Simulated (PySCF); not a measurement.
This PySCF input asks for the spin–spin couplings of `Fc1cnnnc1`, C$_{3}$H$_{2}$FN$_{3}$; the geometry comes from GFN2-xTB.

```python
import basis_set_exchange as bse
import numpy as np
from pyscf import gto, dft
from pyscf.data import nist
from pyscf.prop import ssc

atoms = """
F     0.313336    2.075390    0.569898
C     0.120853    0.795194    0.245708
C    -1.151128    0.239997    0.180885
N    -1.291433   -1.035791   -0.146920
N    -0.264566   -1.768858   -0.404726
N     0.940453   -1.316820   -0.360867
C     1.182036   -0.053401   -0.044405
H    -2.049583    0.803251    0.387420
H     2.213594    0.267031   -0.024933
"""
names = dict.fromkeys(["F", "C", "N", "H"], "pcJ-1")
basis = {el: gto.basis.parse(bse.get_basis(n, elements=[el], fmt="nwchem")) for el, n in names.items()}
mol = gto.M(atom=atoms, basis=basis, charge=0, verbose=0)
mf = dft.RKS(mol, xc="B3LYP")
mf.grids.level = 2
mf.grids.alignment = dft.numint.BLKSIZE   # the property module wants whole blocks of grid points
mf.conv_tol = 1e-9
mf.kernel()

sc = ssc.RKS(mf)
sc.with_fcsd = True   # Fermi contact and spin-dipole together
sc.max_cycle_cphf = 60
g = {"C": 1.4048236, "F": 5.257736, "H": 5.58569468, "N": -0.566378}   # nuclear g factors of 13C, 19F, 1H, 15N
sc.nuc_pair = [(i, j) for i in range(mol.natm) for j in range(i + 1, mol.natm)
               if mol.atom_pure_symbol(i) in g and mol.atom_pure_symbol(j) in g]
K = sc.kernel()
unit = nist.HARTREE2J / nist.PLANCK * (0.5 * nist.E_MASS / nist.PROTON_MASS) ** 2
for (i, j), k in zip(sc.nuc_pair, K):
    a, b = mol.atom_pure_symbol(i), mol.atom_pure_symbol(j)
    J = unit * g[a] * g[b] * np.trace(k) / 3
    if abs(J) >= 1:
        print("%s%d %s%d %8.1f Hz" % (a, i, b, j, J))
```

Question: Give the expected output.

Answer: 
```
F0 C1   -377.0 Hz
F0 C2     -2.8 Hz
F0 N3      1.3 Hz
F0 N4    -31.7 Hz
F0 N5      1.3 Hz
F0 C6     -2.7 Hz
C1 C2     65.3 Hz
C1 N3      1.5 Hz
C1 N4    -18.4 Hz
C1 N5      1.5 Hz
C1 C6     65.3 Hz
C2 N3     10.3 Hz
C2 N4      2.6 Hz
C2 N5    -11.8 Hz
C2 C6      1.0 Hz
C2 H7    199.8 Hz
C2 H8      2.6 Hz
N3 N4    -27.4 Hz
N3 N5      1.5 Hz
N3 C6    -11.8 Hz
N3 H7    -12.6 Hz
N4 N5    -27.4 Hz
N4 C6      2.6 Hz
N4 H7     -3.5 Hz
N4 H8     -3.5 Hz
N5 C6     10.3 Hz
N5 H8    -12.7 Hz
C6 H7      2.6 Hz
C6 H8    199.8 Hz
H7 H8      4.2 Hz
```

These numbers come from an equivalent density-fitted implementation of the same equations, which agrees with the script to about 0.1 Hz, so last digits may differ.

Size and cost of the density-fitted run: 209 basis functions, 35 s wall time on 1 thread of an Arm Neoverse V2, shared host; peak memory 0.84 GiB.
